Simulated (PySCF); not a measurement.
Complete the spectrum of C8H11P

Species: C8H11P.
InChI=1S/C8H11P/c1-7-3-5-8(9-2)6-4-7/h3-6,9H,1-2H3

Computed with PySCF, TDDFT PBE0/def2-SVPD, vertical, gas phase, core orbitals frozen in the response. Geometry: PBE0-D3(BJ)/def2-SVP, one conformer, isolated molecule. Torsions of this conformer, `[CH3:1][PH:2][c:3]1[cH:4][cH:5][c:6]([CH3:7])[cH:8][cH:9]1`: C1–P2–C3–C4 79°.

Orbital energies (eV): HOMO-3 -9.23, HOMO-2 -7.39, HOMO-1 -7.27, HOMO -6.61, LUMO -0.57, LUMO+1 -0.37, LUMO+2 0.61.

Lowest singlets, with some entries withheld (?).

| state | λ (nm) | f | main configurations (H = HOMO, L = LUMO) |
| --- | --- | --- | --- |
| S1 | 246.8 | 0.070 | H→L (73%), H→L+1 (11%) |
| S2 | 241.7 | 0.036 | H→L+1 (62%), H-2→L (20%), H→L (16%) |
| S3 | 222.8 | 0.0081 | H-1→L+1 (52%), H-2→L (26%), H→L+1 (18%) |
| S4 | 211.3 | 0.098 | H-1→L (71%), H-2→L+1 (21%) |
| S5 | 200.2 | 0.015 | H→L+2 (92%) |
| S6 | ? | 0.193 | H→L+3 (50%), H→L+4 (33%) |
| S7 | ? | 0.180 | H-2→L (31%), H-1→L+1 (20%), H-2→L+1 (18%) |
| S8 | ? | 0.444 | H→L+3 (22%), H-2→L+1 (17%), H→L+4 (15%) |
| S9 | ? | 0.209 | H→L+4 (37%), H-2→L+1 (22%), H-1→L+3 (10%) |
| S10 | ? | 0.057 | H-1→L+2 (51%), H-2→L+2 (28%) |

(1) Supply the missing values.

(2) How far apart are S5 and S10, in eV and cm⁻¹?

(3) Where do the lowest triplets lie (Tamm–Dancoff)?

(4) What is the mean static polarisability from the same response equations?

Answers

(1) 
- S6: λ = 190.2 nm
- S7: λ = 187.3 nm
- S8: λ = 185.0 nm
- S9: λ = 183.1 nm
- S10: λ = 179.2 nm

(2) 6.920 − 6.192 = 0.728 eV, or about 5870 cm⁻¹.

(3) T1 3.87 eV, H→L (44%), H-1→L (27%), H-2→L+1 (21%); T2 4.49 eV, H→L+1 (51%), H-2→L+1 (17%), H-1→L+1 (11%); T3 4.55 eV, H-2→L+1 (36%), H→L (25%), H-2→L (16%); T4 4.86 eV, H-1→L (53%), H→L (13%), H-2→L+1 (11%). E(S1) − E(T1) = +1.15 eV.

(4) 122.8 au (18.20 Å³), with principal values 87.6, 114.0 and 166.9 au.

All these states lie below the vertical ionisation energy of 8.27 eV (ΔSCF).
